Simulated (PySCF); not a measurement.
# Correlation energy of Ar (argon, neutral)

[Ar], closed-shell 1S. All numbers are calculated (PySCF 2.14, the spin-free X2C one-electron Hamiltonian (Gaussian nucleus), in x2c-TZVPPall (5s5p3d1f, 42 functions)). Frozen: [Ne]; 8 electrons correlated.

| level | correlation energy (mhartree) |
| --- | --- |
| CCSD | -225.38 |
| (T) | -6.79 |
| CCSD(T) | -232.17 |
| CCSDT | -232.56 |

Diagnostics: T1 = 0.0023, D1 = 0.0033, largest double amplitude 0.051.

Cost of the coupled-cluster step: roughly 0.3 core-seconds, for 8 correlated electrons.
